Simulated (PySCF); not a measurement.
# Dipole response of S (sulfur, neutral)

[Ne] 3s2 3p3 4s1, high-spin 5S determinant (an excited configuration). All numbers are calculated (PySCF 2.14, the non-relativistic Hamiltonian (point nucleus), in aug-cc-pwCVQZ (10s9p7d5f3g, 134 functions)). Coupled (time-dependent) response in atomic units; α is the mean over directions.

| method | mean α (bohr³) | C₆ (like pair) | S(−4) |
| --- | --- | --- | --- |
| PBEsol | 334.9 | 4197 | 148600 |

S(−4) is the Cauchy moment in α(ω) = α(0) + S(−4) ω² + …

α(iu) at PBEsol:

```csv
u (hartree),α(iu) (bohr³)
0,334.9
0.0500,161.9
0.100,68.89
0.200,26.81
0.300,16.54
0.500,9.303
0.750,5.604
1.00,3.727
1.50,1.976
2.00,1.227
3.00,0.6215
5.00,0.2696
```

A single London oscillator, α(iu) = α/(1 + u²/ω²), gives C₆ = (3/4) ω α². Matching the computed C₆ needs ω = 4 × 4197 / (3 × 334.9²) = 0.0499 hartree.

The outer electron is Rydberg-like, and this basis confines it to a smaller radius and binds it less than a complete one would.
